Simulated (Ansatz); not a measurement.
Z-matrix (Å, degrees):
```
Zr
C 1 2.243
N 1 2.028 2 103.3
C 1 3.070 2 102.0 3 -23.6
O 1 1.934 2 105.5 3 -115.3
C 1 3.074 2 102.3 3 23.5
O 1 1.934 2 105.6 3 115.2
H 2 1.096 1 111.3 3 -60.1
H 2 1.096 1 111.3 3 59.8
H 2 1.097 1 111.5 3 179.9
H 4 1.094 1 77.5 2 -85.4
H 4 1.100 1 123.5 2 17.6
H 4 1.100 1 125.0 2 171.7
H 5 0.952 1 162.5 2 -100.5
H 6 1.100 1 123.4 2 -17.0
H 6 1.093 1 77.6 2 86.1
H 6 1.100 1 124.9 2 -170.9
H 7 0.952 1 161.8 2 100.7
```

The species carries charge 0 and has multiplicity 1. Zr takes the def2 core potential.

List the ωB97M-V/def2-TZVPP orbital energies in eV (Ansatz 0.2.0). (Estimate.)

Ansatz gave: Occupied: -525.64, -525.64, -393.85, -281.82, -281.82, -279.76, -60.97, -37.82, -37.41, -37.09, -29.49, -29.12, -27.22, -22.33, -20.60, -19.36, -16.57, -15.83, -15.31, -15.07, -14.79, -13.19, -12.77, -12.69, -12.59, -12.07, -11.91, -11.75, -11.67, -10.86, -9.24, -8.48. Lowest empty: 0.78, 1.39, 1.47, 1.57, 2.51, 2.53, 2.80, 2.92.
